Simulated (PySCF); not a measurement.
From one molecule to another.

First species: C3H5GeO3 (charge -1).
SMILES: `O=C([O-])/C=C/[O][GeH3]`

Second species: Mg(CN)2, C2MgN2.
Structure used (PBE0-D3(BJ)/def2-SVP), in Å, numbered top down from 1:
```xyz
5
C2MgN2 angstrom
Mg     0.0250    0.0107   -0.0001
C      0.0085    0.0114    2.0320
N     -0.0077    0.0148    3.1950
C     -0.0025   -0.0087   -2.0321
N     -0.0232   -0.0281   -3.1949
```

Levels: B3LYP/def2-SVPD for HOMO energy, LUMO energy, HOMO–LUMO gap, static isotropic polarisability and electronic spatial extent ⟨r²⟩ about the centre of nuclear charge; TDDFT B3LYP/def2-SVPD for lowest singlet excitation; PBE0-D3(BJ)/def2-SVP for rotational constant A and rotational constant C. Geometries: PBE0-D3(BJ)/def2-SVP. All species are isolated and taken at one optimised geometry, non-relativistic unless stated; the electronic structure was computed with PySCF and density fitting.

The conformers computed, where there is a choice (atom-mapped SMILES and torsion angles):
- `[O:1]=[C:2]([O-:3])/[CH:4]=[CH:5]/[O:6][GeH3:7]`: O1–C2–C4–C5 -1°, C4–C5–O6–Ge7 156°

Question: Which has the higher static isotropic polarisability?

Answer: The first: 94.5 au against 47.0 au, a difference of 47.5 au.

Question: Which of the two has the higher S1 energy, and by how much?

Answer: The second: 6.15 eV against 3.15 eV, a difference of 3.00 eV.

Question: Which has the higher rotational constant C?

Answer: The second: 1.313 GHz against 0.520 GHz, a difference of 0.793 GHz.

Question: Which has the higher HOMO–LUMO gap?

Answer: The second: 7.36 eV against 3.60 eV, a difference of 3.76 eV.

Question: Which of the two has the higher LUMO energy, and by how much?

Answer: The first: 2.18 eV against -2.21 eV, a difference of 4.39 eV.

Question: Which has the higher HOMO energy?

Answer: The first: -1.42 eV against -9.57 eV, a difference of 8.15 eV.

Question: Which of the two has the higher ⟨r²⟩, and by how much?

Answer: The first: 1899 bohr² against 782 bohr², a difference of 1117 bohr².

Question: Which of the two has the higher rotational constant A, and by how much?

Answer: The second: 19958.054 GHz against 7.715 GHz, a difference of 19950.339 GHz.

On the first: In wavenumbers S1 is 25400 cm⁻¹ (1 eV = 8065.54 cm⁻¹). 1 of the 6 computed singlets lies in the visible range (750 to 380 nm, 1.65 to 3.26 eV), with an oscillator strength of 0.000. The geometry's basis has no diffuse functions, a weakness for an anion. Relativistic effects, spin–orbit coupling among them, are left out although an element past zinc is present.

On the second: The polarisability is 6.96 Å³ as a volume (1 au = 0.148185 Å³), or 1.24 au for each of the 38 electrons. No computed singlet falls in the visible range (750 to 380 nm, 1.65 to 3.26 eV); S1 lies 2.89 eV above its blue end.
